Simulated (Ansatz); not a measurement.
Basis sets compared for Sn11H18, a cluster cut from hexagonal tin. Charge 0, multiplicity 1. Geometry PBE-D4/def2-SVP. Ansatz on 2 threads of AMD EPYC 7R13 on a shared host and a share (18 GiB) of an NVIDIA H100 80GB HBM3; times are rough, and most runs start from earlier orbitals.

```csv
atom,x (Å),y (Å),z (Å)
Sn1,0.065,3.389,0.192
Sn2,-2.016,1.733,-0.747
Sn3,1.746,0.463,-3.121
Sn4,-0.996,-0.037,-2.705
Sn5,-3.088,0.246,1.393
Sn6,-1.434,-2.705,-1.910
Sn7,2.106,1.791,1.294
Sn8,3.214,0.173,-0.738
Sn9,1.054,0.239,3.396
Sn10,-1.071,-1.380,2.504
Sn11,-0.210,-3.242,0.566
H12,0.700,4.328,-1.125
H13,-0.536,4.506,1.379
H14,-3.266,2.712,-1.464
H15,1.934,2.098,-3.676
H16,2.375,-0.577,-4.361
H17,-1.839,0.237,-4.206
H18,-3.745,1.306,2.602
H19,-4.391,-0.749,0.815
H20,-3.143,-2.963,-1.736
H21,-0.869,-3.808,-3.128
H22,3.356,2.826,1.930
H23,4.875,0.609,-1.001
H24,3.193,-1.489,-0.239
H25,0.480,1.296,4.651
H26,2.304,-0.748,4.090
H27,-1.728,-2.248,3.865
H28,1.515,-3.149,0.393
H29,-0.586,-4.856,1.087
```

In the def2 sets Sn takes a core potential; there is no spin–orbit coupling. Single mean-field runs in def2-TZVP are fitted with def2-universal-jkfit.

Binding counts from free atoms (Sn triplet, H doublet) in the same basis, without a counterpoise term.

| level | functions | energy (Eh) | HOMO (eV) | LUMO (eV) | binding per atom (eV) | wall time |
| --- | --- | --- | --- | --- | --- | --- |
| PBE-D4/def2-SVP | 376 | -2368.2055 | -5.92 | -2.46 | 2.39 | 4.7 s |
| PBE0-D4/def2-SVP | 376 | -2368.3456 | -6.78 | -1.70 | 2.39 | 8 s |

**Question.** Estimate the rows for PBE-D4/def2-TZVP (with forces), PBE0-D4/def2-TZVP.

**Answer.** 
```csv
level,functions,energy (Eh),HOMO (eV),LUMO (eV),binding per atom (eV),wall time
PBE-D4/def2-TZVP (with forces),658,-2368.2939,-5.98,-2.58,2.40,10 s
PBE0-D4/def2-TZVP,658,-2368.4229,-6.79,-1.79,2.40,9.5 s
```
